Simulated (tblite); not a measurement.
Record of a relaxation.

C5H12BO2 (doublet state).
SMILES with atom numbers: `[CH3:1][CH2:2][CH2:3][C@H:4]([CH3:5])[B:6]([O:7])[OH:8]` (hydrogens: H9, H10, H11 on C1; H12, H13 on C2; H14, H15 on C3; H16 on C4; H17, H18, H19 on C5; H20 on O8)

Computed with GFN2-xTB (tblite), gas phase: L-BFGS steps from a force-field or distance-geometry start until the largest atomic force falls under 0.01 eV/Å. 10 of its 112 geometries are shown.

Step 0: E = -711.5720 eV, largest atomic force 6.341 eV/Å
```
atom  x, y, z in Å  |  force x, y, z in eV/Å
C1      2.803    0.144   -0.060   -0.017   0.086   0.064
C2      1.351    0.637    0.084    0.320  -0.020   0.674
C3      0.398   -0.551    0.287   -0.430   0.311  -0.583
C4     -1.067   -0.080    0.504    0.628  -1.074   1.695
C5     -1.941   -1.269    0.962   -0.355  -0.141  -0.427
B6     -1.699    0.585   -0.808   -1.599  -0.724  -6.093
O7     -1.815   -0.184   -2.043    0.665   2.804   5.341
O8     -2.134    1.980   -0.768    2.048  -1.287   0.014
H9      3.119   -0.409    0.850   -0.179   0.368  -0.678
H10     2.881   -0.518   -0.941    0.067   0.330   0.509
H11     3.465    1.017   -0.201   -0.211  -0.544   0.065
H12     1.076    1.208   -0.812   -0.018  -0.140   0.246
H13     1.293    1.312    0.983   -0.016  -0.472  -0.811
H14     0.446   -1.223   -0.603   -0.058   0.438   0.645
H15     0.721   -1.121    1.172   -0.155   0.155  -0.243
H16    -1.084    0.670    1.340    0.011  -0.322  -0.796
H17    -1.549   -1.690    1.907   -0.148   0.245  -0.478
H18    -1.948   -2.073    0.183   -0.032   0.725   0.717
H19    -2.984   -0.928    1.143    0.708  -0.309  -0.173
H20    -1.338    2.503   -1.028   -1.227  -0.430   0.314
```

Step 12: E = -713.0693 eV, largest atomic force 0.161 eV/Å
```
atom  x, y, z in Å  |  force x, y, z in eV/Å
C1      2.791    0.152   -0.061   -0.067   0.031   0.008
C2      1.350    0.634    0.094   -0.038  -0.040   0.014
C3      0.398   -0.545    0.304    0.001   0.025   0.018
C4     -1.015   -0.154    0.625    0.048  -0.027   0.034
C5     -1.937   -1.277    0.975   -0.004   0.020   0.004
B6     -1.746    0.635   -1.054    0.119   0.052  -0.034
O7     -1.789   -0.228   -1.921   -0.002  -0.003  -0.016
O8     -1.969    1.907   -0.661   -0.013   0.112   0.105
H9      3.104   -0.397    0.827    0.007   0.034  -0.053
H10     2.880   -0.508   -0.923    0.000   0.039   0.044
H11     3.463    0.997   -0.200   -0.006  -0.038  -0.001
H12     1.051    1.190   -0.799    0.011  -0.052   0.048
H13     1.281    1.311    0.951    0.023  -0.032  -0.059
H14     0.404   -1.189   -0.580    0.012   0.033   0.081
H15     0.774   -1.146    1.147   -0.005   0.018  -0.075
H16    -1.116    0.729    1.252    0.039  -0.145   0.005
H17    -1.609   -1.746    1.909   -0.039   0.011  -0.004
H18    -1.935   -2.037    0.196    0.009   0.028   0.008
H19    -2.953   -0.916    1.112   -0.022  -0.013   0.008
H20    -1.432    2.599   -1.038   -0.073  -0.051  -0.134
```

Step 25: E = -713.1896 eV, largest atomic force 0.483 eV/Å
```
atom  x, y, z in Å  |  force x, y, z in eV/Å
C1      2.783    0.164   -0.069   -0.006  -0.005  -0.008
C2      1.338    0.614    0.101   -0.007   0.017  -0.016
C3      0.413   -0.581    0.329   -0.042   0.018   0.002
C4     -0.994   -0.192    0.673   -0.124   0.118  -0.201
C5     -1.961   -1.293    0.971   -0.012  -0.008   0.003
B6     -1.656    0.691   -0.959    0.339   0.015  -0.081
O7     -1.719   -0.088   -1.914   -0.082   0.001   0.302
O8     -1.728    1.994   -0.587    0.039   0.144  -0.305
H9      3.118   -0.374    0.816    0.025   0.006  -0.016
H10     2.866   -0.497   -0.928    0.057  -0.005   0.002
H11     3.439    1.018   -0.221   -0.011  -0.018  -0.014
H12     1.009    1.142   -0.794    0.007   0.026  -0.046
H13     1.266    1.313    0.936   -0.023  -0.042   0.062
H14     0.420   -1.214   -0.562   -0.051  -0.011   0.036
H15     0.819   -1.186    1.152   -0.040   0.005   0.050
H16    -1.059    0.640    1.373   -0.017  -0.005  -0.138
H17    -1.695   -1.769    1.919    0.041  -0.048   0.020
H18    -1.953   -2.049    0.190    0.030   0.005  -0.012
H19    -2.974   -0.911    1.077   -0.002   0.033  -0.038
H20    -1.737    2.587   -1.351   -0.121  -0.246   0.398
```

Step 37: E = -713.2448 eV, largest atomic force 0.063 eV/Å
```
atom  x, y, z in Å  |  force x, y, z in eV/Å
C1      2.786    0.161   -0.073    0.003  -0.012  -0.002
C2      1.340    0.603    0.098   -0.008   0.014   0.011
C3      0.405   -0.583    0.327   -0.002   0.012   0.010
C4     -1.012   -0.168    0.617    0.025  -0.028   0.051
C5     -1.963   -1.282    0.946    0.006   0.007  -0.001
B6     -1.579    0.681   -0.907   -0.003   0.006  -0.021
O7     -1.740   -0.112   -1.846   -0.043   0.018  -0.026
O8     -1.632    1.998   -0.577   -0.016   0.019   0.003
H9      3.130   -0.369    0.812    0.023  -0.015   0.004
H10     2.881   -0.500   -0.930    0.024  -0.022  -0.012
H11     3.432    1.022   -0.229    0.009  -0.004  -0.006
H12     1.017    1.145   -0.792   -0.007  -0.009  -0.013
H13     1.266    1.288    0.944   -0.004   0.016   0.029
H14     0.419   -1.242   -0.544    0.012   0.004   0.021
H15     0.777   -1.168    1.180   -0.027   0.025   0.013
H16    -1.081    0.664    1.317    0.026  -0.008  -0.022
H17    -1.673   -1.741    1.896    0.010  -0.009  -0.025
H18    -1.945   -2.044    0.171   -0.005  -0.004   0.014
H19    -2.980   -0.913    1.055    0.006   0.011  -0.034
H20    -1.852    2.571   -1.312   -0.029  -0.020   0.007
```

Step 49: E = -713.2503 eV, largest atomic force 0.047 eV/Å
```
atom  x, y, z in Å  |  force x, y, z in eV/Å
C1      2.800    0.152   -0.073   -0.012  -0.004  -0.004
C2      1.354    0.599    0.105    0.021   0.017  -0.003
C3      0.415   -0.582    0.344    0.032   0.011  -0.010
C4     -1.004   -0.166    0.608    0.013   0.009   0.001
C5     -1.958   -1.278    0.930   -0.018  -0.009   0.004
B6     -1.597    0.688   -0.917    0.003  -0.006   0.007
O7     -1.797   -0.097   -1.856    0.014   0.003   0.021
O8     -1.645    2.002   -0.574   -0.023  -0.008  -0.014
H9      3.151   -0.377    0.812   -0.006   0.012  -0.021
H10     2.888   -0.514   -0.929    0.012   0.002   0.014
H11     3.446    1.012   -0.238   -0.015  -0.032   0.005
H12     1.025    1.135   -0.786    0.011  -0.004  -0.006
H13     1.286    1.290    0.948    0.003  -0.003   0.008
H14     0.448   -1.260   -0.511    0.004  -0.012   0.002
H15     0.769   -1.145    1.219    0.005   0.000  -0.006
H16    -1.075    0.669    1.300   -0.013   0.023   0.020
H17    -1.681   -1.740    1.880    0.025  -0.004   0.017
H18    -1.935   -2.041    0.157   -0.007  -0.009  -0.017
H19    -2.973   -0.903    1.026   -0.041   0.002  -0.022
H20    -1.923    2.568   -1.294   -0.008   0.011   0.006
```

Step 62: E = -713.2522 eV, largest atomic force 0.037 eV/Å
```
atom  x, y, z in Å  |  force x, y, z in eV/Å
C1      2.808    0.137   -0.075   -0.015   0.010  -0.001
C2      1.367    0.602    0.102   -0.030  -0.011   0.008
C3      0.422   -0.571    0.353   -0.034  -0.012  -0.009
C4     -1.001   -0.157    0.611   -0.013  -0.001   0.025
C5     -1.958   -1.274    0.917    0.011   0.004   0.010
B6     -1.606    0.692   -0.907    0.014  -0.002  -0.013
O7     -1.779   -0.097   -1.848    0.015   0.004  -0.013
O8     -1.695    2.003   -0.564    0.000   0.006   0.007
H9      3.155   -0.388    0.813    0.000   0.009  -0.003
H10     2.893   -0.536   -0.925   -0.017  -0.001   0.000
H11     3.460    0.989   -0.247    0.022  -0.001   0.002
H12     1.040    1.136   -0.791    0.016  -0.007  -0.004
H13     1.308    1.297    0.943    0.010   0.009  -0.002
H14     0.450   -1.257   -0.495    0.024  -0.020  -0.007
H15     0.777   -1.125    1.234   -0.016   0.000  -0.012
H16    -1.080    0.674    1.309   -0.005   0.001   0.002
H17    -1.690   -1.735    1.871    0.002  -0.004   0.000
H18    -1.921   -2.036    0.142    0.006   0.014   0.010
H19    -2.978   -0.907    0.997    0.024   0.005  -0.010
H20    -1.977    2.565   -1.286   -0.013  -0.003   0.007
```

Step 74: E = -713.2545 eV, largest atomic force 0.039 eV/Å
```
atom  x, y, z in Å  |  force x, y, z in eV/Å
C1      2.809    0.117   -0.076    0.007   0.000   0.001
C2      1.377    0.605    0.099   -0.010  -0.017   0.000
C3      0.426   -0.561    0.366   -0.018   0.001  -0.011
C4     -0.995   -0.143    0.618    0.002  -0.007   0.006
C5     -1.951   -1.265    0.905    0.005   0.009   0.005
B6     -1.595    0.703   -0.908    0.008  -0.011  -0.004
O7     -1.694   -0.077   -1.867    0.011   0.016   0.004
O8     -1.770    1.998   -0.542   -0.014   0.010   0.010
H9      3.151   -0.402    0.817    0.013   0.000   0.012
H10     2.873   -0.571   -0.916    0.006  -0.009  -0.004
H11     3.479    0.951   -0.267    0.007   0.018   0.005
H12     1.058    1.124   -0.806   -0.024  -0.006   0.018
H13     1.324    1.315    0.928    0.015  -0.010  -0.007
H14     0.456   -1.255   -0.477   -0.001  -0.011   0.011
H15     0.776   -1.111    1.252    0.004   0.030  -0.024
H16    -1.079    0.684    1.322   -0.005  -0.014  -0.033
H17    -1.702   -1.724    1.866    0.005  -0.001  -0.003
H18    -1.887   -2.025    0.131   -0.020   0.003   0.017
H19    -2.976   -0.906    0.961    0.008   0.003  -0.008
H20    -2.086    2.555   -1.254    0.002  -0.004   0.005
```

Step 86: E = -713.2569 eV, largest atomic force 0.025 eV/Å
```
atom  x, y, z in Å  |  force x, y, z in eV/Å
C1      2.817    0.095   -0.081    0.016  -0.002   0.002
C2      1.388    0.596    0.090    0.022  -0.002   0.010
C3      0.434   -0.560    0.377    0.009  -0.002  -0.006
C4     -0.988   -0.135    0.608   -0.006   0.003  -0.011
C5     -1.949   -1.252    0.893   -0.011  -0.009   0.007
B6     -1.581    0.721   -0.911   -0.004   0.002  -0.006
O7     -1.573   -0.018   -1.907    0.004   0.004   0.014
O8     -1.883    1.981   -0.501   -0.001  -0.023  -0.004
H9      3.156   -0.406    0.824    0.007  -0.001  -0.002
H10     2.873   -0.614   -0.904    0.007   0.011  -0.004
H11     3.495    0.919   -0.289   -0.011   0.008  -0.009
H12     1.064    1.109   -0.817    0.009  -0.021   0.010
H13     1.350    1.315    0.912   -0.016   0.014  -0.001
H14     0.470   -1.275   -0.447   -0.004  -0.010  -0.007
H15     0.779   -1.083    1.280   -0.004  -0.002  -0.003
H16    -1.079    0.695    1.305    0.007   0.012   0.014
H17    -1.712   -1.698    1.862   -0.006  -0.005   0.015
H18    -1.877   -2.026    0.133   -0.007   0.009  -0.017
H19    -2.974   -0.891    0.931   -0.010   0.010  -0.001
H20    -2.215    2.538   -1.205   -0.003   0.004   0.000
```

Step 99: E = -713.2584 eV, largest atomic force 0.024 eV/Å
```
atom  x, y, z in Å  |  force x, y, z in eV/Å
C1      2.831    0.090   -0.082   -0.006   0.001   0.004
C2      1.399    0.582    0.088   -0.008   0.002   0.002
C3      0.439   -0.569    0.385    0.001  -0.003  -0.004
C4     -0.982   -0.131    0.609    0.011  -0.002   0.002
C5     -1.959   -1.238    0.886    0.011   0.012   0.002
B6     -1.573    0.727   -0.910   -0.001  -0.007  -0.005
O7     -1.501    0.011   -1.920    0.001   0.000   0.006
O8     -1.951    1.960   -0.482    0.001   0.007  -0.003
H9      3.185   -0.399    0.823   -0.020  -0.003   0.013
H10     2.889   -0.622   -0.902    0.014   0.006  -0.003
H11     3.496    0.922   -0.300   -0.001  -0.003  -0.014
H12     1.075    1.080   -0.827   -0.006   0.001   0.003
H13     1.353    1.313    0.899    0.005   0.004   0.005
H14     0.473   -1.290   -0.434   -0.003  -0.009   0.000
H15     0.777   -1.086    1.293    0.008   0.000  -0.003
H16    -1.066    0.700    1.307   -0.001  -0.016  -0.003
H17    -1.733   -1.689    1.857   -0.004   0.000  -0.003
H18    -1.891   -2.011    0.125   -0.011   0.019   0.002
H19    -2.979   -0.863    0.920    0.012   0.001  -0.005
H20    -2.287    2.520   -1.182   -0.003  -0.011   0.005
```

Step 111: E = -713.2591 eV, largest atomic force 0.008 eV/Å
```
atom  x, y, z in Å  |  force x, y, z in eV/Å
C1      2.837    0.088   -0.083   -0.001   0.000   0.001
C2      1.402    0.576    0.084    0.004   0.002   0.002
C3      0.446   -0.576    0.388    0.005  -0.001   0.001
C4     -0.972   -0.130    0.612    0.002   0.002  -0.006
C5     -1.964   -1.224    0.881    0.001   0.000  -0.001
B6     -1.565    0.730   -0.909   -0.001   0.003   0.006
O7     -1.456    0.028   -1.925   -0.001  -0.005  -0.006
O8     -1.989    1.944   -0.470   -0.003   0.004  -0.002
H9      3.188   -0.393    0.828   -0.001   0.001  -0.001
H10     2.902   -0.629   -0.897   -0.005   0.002   0.002
H11     3.498    0.921   -0.307    0.000  -0.004   0.003
H12     1.074    1.068   -0.833    0.006  -0.003  -0.002
H13     1.357    1.309    0.891    0.000   0.004   0.001
H14     0.477   -1.302   -0.425   -0.003   0.002  -0.004
H15     0.786   -1.087    1.299    0.001  -0.001   0.002
H16    -1.051    0.700    1.311   -0.003   0.003   0.001
H17    -1.749   -1.685    1.849    0.004  -0.003  -0.002
H18    -1.905   -1.991    0.113   -0.007  -0.003   0.001
H19    -2.978   -0.834    0.912    0.001   0.002   0.002
H20    -2.342    2.498   -1.166    0.000  -0.005   0.003
```

Question: Summarise the path.

Answer: The energy falls by 162.78 kJ/mol from step 0 to step 111; nine tenths of that is first reached at step 17. It rises by more than 0.2 meV at steps 2 and 21. The largest force goes from 6.341 to 0.008 eV/Å. Among the bonds C4–B6 changes most, from 1.600 to 1.844 Å; the atoms move by 0.291 Å rms after alignment.

The cost below is that of the whole relaxation. Time: 0.59 s wall. Hardware: Arm Neoverse V2, one thread, shared host with 96 logical CPUs at a one-minute load of 35.
